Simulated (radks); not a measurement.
Effect of the nuclear size on the bromine ion Br+, [Ar] 3d10 4s2 4p4. All-electron calculation, Dirac Kohn-Sham, BLYP, spin-unpolarised, spherical densities, finite nucleus; open shells are shared between the two j in proportion to 2j + 1; Fermi nuclear charge, rms radius 4.1629 fm. Program: a radial shooting solver on a logarithmic mesh with Libxc functionals. The rms radius is varied about that value; shifts are against it.

rms radius (fm) = 3.5218: total energy shift (eV) -0.154; density at nucleus (e/bohr^3) 4.495e+04; 1s1/2 shift (meV) -65.4; 2s1/2 shift (meV) -6.57; 3s1/2 shift (meV) -1.03; 3p1/2 shift (meV) 0.101; 4s1/2 shift (meV) -0.110
rms radius (fm) = 3.9381: total energy shift (eV) -0.0568; density at nucleus (e/bohr^3) 4.457e+04; 1s1/2 shift (meV) -24.1; 2s1/2 shift (meV) -2.42; 3s1/2 shift (meV) -0.378; 3p1/2 shift (meV) 0.037; 4s1/2 shift (meV) -0.040
rms radius (fm) = 4.1629: total energy shift (eV) 0; density at nucleus (e/bohr^3) 4.439e+04; 1s1/2 shift (meV) 0.000; 2s1/2 shift (meV) 0.000; 3s1/2 shift (meV) 0.000; 3p1/2 shift (meV) 0.000; 4s1/2 shift (meV) 0.000
rms radius (fm) = 4.4585: total energy shift (eV) 0.0791; density at nucleus (e/bohr^3) 4.416e+04; 1s1/2 shift (meV) 33.6; 2s1/2 shift (meV) 3.37; 3s1/2 shift (meV) 0.526; 3p1/2 shift (meV) -0.052; 4s1/2 shift (meV) 0.056
rms radius (fm) = 5.0996: total energy shift (eV) 0.268; density at nucleus (e/bohr^3) 4.371e+04; 1s1/2 shift (meV) 114; 2s1/2 shift (meV) 11.4; 3s1/2 shift (meV) 1.78; 3p1/2 shift (meV) -0.175; 4s1/2 shift (meV) 0.191

Slopes of the eigenvalues against <r^2> in GHz/fm^2, as finite differences over the two radii next to the reference (eigenvalue slopes, not the field-shift constants of lines): 1s1/2 3190, 2s1/2 320, 3s1/2 50.0, 3p1/2 -4.90, 4s1/2 5.35.
